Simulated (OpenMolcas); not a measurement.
Cu VIII: the spin-orbit constant, Racah parameters, worked from levels

```json
{
 "Program": "OpenMolcas",
 "Basis": "ANO-RCC-VTZP [6s5p3d2f1g]",
 "Scalar Hamiltonian": "DKH2, point nucleus",
 "Active space": "4 electrons in 5 orbitals (3d)",
 "State averaging": "2S+1 = 5 even, 5 roots; 2S+1 = 3 even, 45 roots (35 in the spin-orbit step); 2S+1 = 1 even, 50 roots (28 in the spin-orbit step)",
 "Spin-orbit coupling": "state interaction with AMFI integrals over the reference wave functions, term energies averaged over their components"
}
```

Methods: CASSCF; SS-CASPT2, IPEA 0.25 Eh, imaginary shift 0.1 Eh (closed shells correlated: 3s 3p).

**The spin-orbit constant.** For the Hund term 5D of d4, E(J) = (A/2) J(J+1) + constant and ζ = 2S·A = 4A. From J = 0 to J = 4 the energy changes by 10 A.

```json
{"Source": "CASSCF", "E(4) - E(0)": "3338.4", "A": "333.8", "ζ": "1335"}
{"Source": "SS-CASPT2", "E(4) - E(0)": "3354.3", "A": "335.4", "ζ": "1342"}
```

All in cm-1. Both methods take the spin-orbit matrix elements from the reference wave functions, so the second can move ζ only through the term energies and any multistate remixing. Second-order mixing with other terms is absorbed into this ζ.

**Racah parameters.** Above 5D, d4 has 3G at 9B + 4C, 3H at 4B + 4C and 3D at 16B + 4C. The first two fix B and C, and the third tests them; where it misses by thousands of cm-1, two parameters do not describe the configuration (Trees and configuration-interaction terms are left out) and B and C hang on the terms chosen. Term energies are centres of gravity, weighted by 2J + 1.

```csv
Source,3G,3H,B,C,C/B,"3D from B, C",3D found
CASSCF,45572,35615,1991,6912,3.47,59504,58072
SS-CASPT2,42033,34479,1511,7109,4.70,52612,50993
```

Energies in cm-1. From CASSCF to SS-CASPT2, B changes by -24.1 % and C by +2.9 %.

Term energies are means over components that CASPT2 splits; among the terms shown or strongly mixed into the levels shown the widest spread is 150 cm-1 (3d4 3F, SS-CASPT2). Some high roots are left out of the spin-orbit mixing, which shifts the levels that they would mix with. Without dynamic correlation excited terms often stand tens of per cent too high (terms of higher spin than the ground term too low), and those without a measured partner can miss by more than the paired ones (holds for CASSCF). Only configurations of the active space appear.
